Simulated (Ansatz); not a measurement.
`CC[SiH2][SeH]` and `[SiH3]C[SiH2][SeH]` differ in one atom or group.

Ansatz, PBE0-D4/def2-TZVP geometries, multiplicity 1. Each molecule was computed in one conformer, which needn't be the lowest.

Scalar relativity is left out up to krypton. Spin–orbit coupling is left out; it splits and shifts lone-pair levels of the heavy atoms by tenths of an eV.

| property | `CC[SiH2][SeH]` |
| --- | --- |
| LUMO energy (B3LYP/def2-TZVPP) / eV | -0.08 |
| HOMO–LUMO gap (B3LYP/def2-TZVPP) / eV | 6.60 |
| HOMO energy (PBE0/def2-TZVPP) / eV | -6.92 |
| LUMO energy (ωB97M-V/def2-TZVPP) / eV | 1.93 |
| HOMO–LUMO gap (ωB97M-V/def2-TZVPP) / eV | 11.02 |
| size of the dipole moment (ωB97M-V/def2-TZVPP) / D | 1.69 |

Task: Give the same properties after the change, and the shifts. (Best estimate.)

Result: The calculation gave: 
```json
{"property": "LUMO energy (B3LYP/def2-TZVPP) / eV", "`[SiH3]C[SiH2][SeH]`": "-0.20", "shift": "-0.12"}
{"property": "HOMO–LUMO gap (B3LYP/def2-TZVPP) / eV", "`[SiH3]C[SiH2][SeH]`": "6.59", "shift": "-0.01"}
{"property": "HOMO energy (PBE0/def2-TZVPP) / eV", "`[SiH3]C[SiH2][SeH]`": "-7.03", "shift": "-0.11"}
{"property": "LUMO energy (ωB97M-V/def2-TZVPP) / eV", "`[SiH3]C[SiH2][SeH]`": "1.75", "shift": "-0.18"}
{"property": "HOMO–LUMO gap (ωB97M-V/def2-TZVPP) / eV", "`[SiH3]C[SiH2][SeH]`": "10.94", "shift": "-0.08"}
{"property": "size of the dipole moment (ωB97M-V/def2-TZVPP) / D", "`[SiH3]C[SiH2][SeH]`": "1.70", "shift": "0.01"}
```

Dipoles are sizes alone; their direction can turn.

B3LYP here is the variant with VWN-RPA as its local correlation; programs differ in this.
